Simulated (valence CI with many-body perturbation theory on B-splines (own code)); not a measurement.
## Bi XIX: E2, M1 decay

Calculated by relativistic CI+MBPT: five valence electrons over a frozen Dirac-Fock core [Kr] 4d10 4f14, a basis of 9 s, 9 p, 8 d, 6 f, 3 g, 1 h functions for each j, with the one-electron correlation potential Σ1 (screened to all orders), the two-electron term Σ2, the three-electron term Σ3, Breit, model QED; selected single and double excitations, second order for the rest (own B-spline code, finite nucleus).

No measured levels were compared; by estimate levels hold to about 250 cm⁻¹ or 0.2 % of their energy and the worst to 1 %, as in measured heavy ions of charge 2 to 7. The list stops below the first excitations out of the core. Only levels of the ground parity were solved; by the run's estimate the other parity begins above the list, which can be wrong where configurations are misplaced.

Lines 1 to 6 of 6 in falling wavelength, among levels below 496170 cm⁻¹, chosen from the decays that carry over 1 % of a level's rate. Wavelengths and rates use the calculated energies, so an error of 600 cm⁻¹ moves a line at 430.7 Å by 0.26 % and its rate by three times that or more. Electric multipoles are in the length gauge, E1 and E2 with the static RPA response of the core. S is in atomic units (e²a₀⁴ for E2 and M2, e²a₀⁶ for E3), for M1 in squared Bohr magnetons. Weak lines are less certain than strong ones. Lines between different terms over intervals too small for the method are left out, as are lines whose strength nearly cancels.

Levels are named by their leading jj configuration (3d3/2^4 stands for four electrons in 3d with j = 3/2), which in mixed levels can hold well under half, so a name can repeat and another be missing.

```tsv
λ vac (Å)	Upper	Lower	Type	A (s⁻¹)	S (a.u.)
430.7	(5s^2 5p1/2 5p3/2^2) J=3/2	(5s^2 5p1/2^2 5p3/2) J=3/2	M1	2.44e+05	2.90e+00
430.7	(5s^2 5p1/2 5p3/2^2) J=3/2	(5s^2 5p1/2^2 5p3/2) J=3/2	E2	3.54e+03	1.87e-01
394.6	(5s^2 5p1/2 5p3/2^2) J=5/2	(5s^2 5p1/2^2 5p3/2) J=3/2	M1	4.39e+04	6.01e-01
394.6	(5s^2 5p1/2 5p3/2^2) J=5/2	(5s^2 5p1/2^2 5p3/2) J=3/2	E2	1.58e+04	8.08e-01
356.7	(5s^2 5p1/2 5p3/2^2) J=1/2	(5s^2 5p1/2^2 5p3/2) J=3/2	M1	1.75e+05	5.88e-01
356.7	(5s^2 5p1/2 5p3/2^2) J=1/2	(5s^2 5p1/2^2 5p3/2) J=3/2	E2	1.81e+04	1.87e-01
```
